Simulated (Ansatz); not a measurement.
Reaction (formal loss of a carbene): `BC[SiH2]O` → `[CH2]` (triplet) + `B[SiH2]O`

Gas-phase electronic energies from Ansatz, PBE0-D4/def2-TZVP geometries. CCSD(T)/CBS adds triple-zeta CCSD(T) − MP2 to the extrapolated MP2 energy (def2 sets, frozen cores). This one scheme is used for every species. Functionals use def2-TZVPP. Triplets are unrestricted, without spin–orbit coupling. Each species was taken in one conformer, which may not be the lowest.

```tsv
level	ΔE (eV)
r2SCANh-D4	5.26
CCSD/CBS(def2)	5.35
```

(1) What does CCSD(T)/CBS give? (Estimate.)

Largest T1 diagnostic among the species: 0.012.

## Answers

(1) The calculation gave: +5.48 eV. The listed levels differ from it by -0.22, -0.13 eV.

From r2SCAN to r2SCAN0 (25 % exact exchange), in def2-TZVPP and without D4, ΔE moves by −0.03 eV. Leaving LDA and LC-ωPBE aside and taking each functional with its dispersion term where it has one, the values, not all of them listed here, spread over 0.32 eV, from r2SCAN0-D4 to ωB97M-V. LDA lies +0.81 eV from PBE without D4. The D4 term adds +0.11 eV with B3LYP and +0.06 eV with PBE0; it sums over pairs of atoms, weighted by their polarisabilities, and B3LYP, whose exchange is more repulsive, gets the larger term.

B3LYP here is the variant with VWN-RPA as its local correlation; programs differ in this.
